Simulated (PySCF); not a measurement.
PbH2, SMILES [PbH2] (connectivity only; charge and spin as stated), neutral, multiplicity 1.

Coordinates come from a B3LYP-D3(BJ)/def2-TZVPD optimisation. The def2 effective core potentials stand for the cores of Pb; spin–orbit coupling is left out.

All values below come from B3LYP-D3(BJ)/def2-TZVPD (PySCF).

Frequencies are harmonic and unscaled.

Computed normal modes with their intensities:
```csv
mode,ν (cm⁻¹),IR (km/mol),Raman (Å⁴/amu),depolarisation,moving atoms (share of kinetic energy)
1,724,46.7,17.2,0.59,H 100 %
2,1583,502.1,355.3,0.10,H 100 %
3,1587,545.1,211.6,0.75,H 100 %
```
